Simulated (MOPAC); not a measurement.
Job for MOPAC: PM3 on FHOSn (SMILES [OH][Sn][F]), a point of a torsion scan.

```
PM3 1SCF PRECISE CHARGE=0 THREADS=1
FHOSn

O     -1.10057926 1     0.17077293 1     0.23006012 1
Sn     0.71534636 1     0.99477432 1    -0.09103644 1
F      1.33621806 1    -0.26839031 1    -1.62644096 1
H     -1.52622197 1    -0.56971881 1    -0.19976900 1
```

The log:

```
*******************************************************************************
 **                                                                           **
 **                              MOPAC v23.2.5                                **
 **                                                                           **
 *******************************************************************************
 ** MOPAC's Digital Object Identifier: https://doi.org/10.5281/zenodo.6511958 **
 **                                                                           **
 ** Please cite the open-source release paper for use of this MOPAC version:  **
 ** J. E. Moussa and J. J. P. Stewart (2026)                                  **
 ** MOPAC: An open-source semiempirical molecular orbital program             **
 ** J. Open Source Softw., 11(119), 8025, https://doi.org/10.21105/joss.08025 **
 *******************************************************************************

                              PM3 CALCULATION RESULTS

 *******************************************************************************
 *  PM3        - The PM3 Hamiltonian to be used
 *
 *
 *
 *                 CHARGE ON SYSTEM = 0
 *
 *
 *
 *  PRECISE    - TIGHTER CRITERIA TO BE USED
 *  1SCF       - DO 1 SCF AND THEN STOP
 *  THREADS=1  - MULTI-THREADING NOT USED
 *  T=         - A TIME OF 172800.0 SECONDS REQUESTED
 *  DUMP=N     - RESTART FILE WRITTEN EVERY 7200.0 SECONDS REQUESTED
 *******************************************************************************
PM3 1SCF PRECISE CHARGE=0 THREADS=1
 FHOSn

   ATOM   CHEMICAL          X               Y               Z
  NUMBER   SYMBOL      (ANGSTROMS)     (ANGSTROMS)     (ANGSTROMS)

     1       O         -1.10057926  *   0.17077293  *   0.23006012  *
     2      Sn          0.71534636  *   0.99477432  *  -0.09103644  *
     3       F          1.33621806  *  -0.26839031  *  -1.62644096  *
     4       H         -1.52622197  *  -0.56971881  *  -0.19976900  *



          CARTESIAN COORDINATES

    NO.       ATOM           X           Y           Z

     1         O         -1.1006      0.1708      0.2301
     2        Sn          0.7153      0.9948     -0.0910
     3         F          1.3362     -0.2684     -1.6264
     4         H         -1.5262     -0.5697     -0.1998

  H: (PM3): J. J. P. STEWART, J. COMP. CHEM. 10, 209 (1989).
  O: (PM3): J. J. P. STEWART, J. COMP. CHEM. 10, 209 (1989).
  F: (PM3): J. J. P. STEWART, J. COMP. CHEM. 10, 209 (1989).
 Sn: (PM3): J. J. P. STEWART, J. COMP. CHEM. 12, 320-341 (1991).

           Empirical Formula: H O Sn F  =     4 atoms



      MOLECULAR POINT GROUP   :   Cs


      RHF CALCULATION, NO. OF DOUBLY OCCUPIED LEVELS = 9


 -------------------------------------------------------------------------------
 PM3 1SCF PRECISE CHARGE=0 THREADS=1
 FHOSn



     1SCF WAS SPECIFIED, SO BFGS WAS NOT USED
     SCF FIELD WAS ACHIEVED


                              PM3 CALCULATION
                                                       MOPAC v23.2.5 Linux




          FINAL HEAT OF FORMATION =        -99.36339 KCAL/MOL =    -415.73642 KJ/MOL


          COSMO AREA              =        101.49 SQUARE ANGSTROMS
          COSMO VOLUME            =         89.30 CUBIC ANGSTROMS

          IONIZATION POTENTIAL    =         10.129919 EV
          HOMO LUMO ENERGIES (EV) =        -10.130 -1.490
          NO. OF FILLED LEVELS    =          9
          MOLECULAR WEIGHT        =        154.6957         POINT GROUP:  Cs

          MOLECULAR DIMENSIONS (Angstroms)

            Atom       Atom       Distance
            H     4    F     3     3.21244
            F     3   Sn     2     1.75832
            F     3    O     1     0.00000


          SCF CALCULATIONS        =          1





   ATOM   CHEMICAL          X               Y               Z
  NUMBER   SYMBOL      (ANGSTROMS)     (ANGSTROMS)     (ANGSTROMS)

     1       O         -1.10057926  *   0.17077293  *   0.23006012  *
     2      Sn          0.71534636  *   0.99477432  *  -0.09103644  *
     3       F          1.33621806  *  -0.26839031  *  -1.62644096  *
     4       H         -1.52622197  *  -0.56971881  *  -0.19976900  *

                             CARTESIAN COORDINATES

   1    O       -1.100579260     0.170772930     0.230060120
   2   Sn        0.715346360     0.994774320    -0.091036440
   3    F        1.336218060    -0.268390310    -1.626440960
   4    H       -1.526221970    -0.569718810    -0.199769000


           Empirical Formula: H O Sn F  =     4 atoms



      MOLECULAR POINT GROUP   :   Cs


                  EIGENVALUES
 -35.08492 -18.54570 -16.74171 -14.93284 -14.18114 -14.14589 -12.41032 -11.98658
 -10.12992  -1.49042   0.58252   0.94283   5.39666


              NET ATOMIC CHARGES AND DIPOLE CONTRIBUTIONS

  ATOM NO.   TYPE          CHARGE      No. of ELECS.   s-Pop       p-Pop
    1          O          -0.667300        6.6673     1.78191     4.88539
    2         Sn           0.927411        3.0726     1.82711     1.24548
    3          F          -0.482626        7.4826     1.75522     5.72741
    4          H           0.222514        0.7775     0.77749
 DIPOLE           X         Y         Z       TOTAL
 POINT-CHG.     1.985     3.897     2.414     4.996
 HYBRID        -1.768    -2.542    -1.293     3.355
 SUM            0.218     1.355     1.121     1.772


          ATOMIC ORBITAL ELECTRON POPULATIONS

     Atom    s        px        py        pz
    1  O   1.78191   1.62129   1.51973   1.74437
    2 Sn   1.82711   0.39407   0.48278   0.36862
    3  F   1.75522   1.95148   1.90525   1.87068
    4  H   0.77749

 **********************
 *                    *
 * JOB ENDED NORMALLY *
 *                    *
 **********************




 == MOPAC DONE ==
```

The run finished.

Cost: about 0.020 core-seconds (a rough figure).
